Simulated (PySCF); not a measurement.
OSc, SMILES [O]=[Sc] (connectivity only; charge and spin as stated), neutral, multiplicity 2.

Geometry optimised at B3LYP-D3(BJ)/def2-TZVPD.

Computed with PySCF with B3LYP-D3(BJ)/def2-TZVPD.

Frequencies are harmonic and unscaled.

Computed normal modes with their intensities:
| mode | ν (cm⁻¹) | IR (km/mol) | moving atoms (share of kinetic energy) |
|---|---|---|---|
| 1 | 1001 | 204.4 | O 74 %, Sc 26 % |
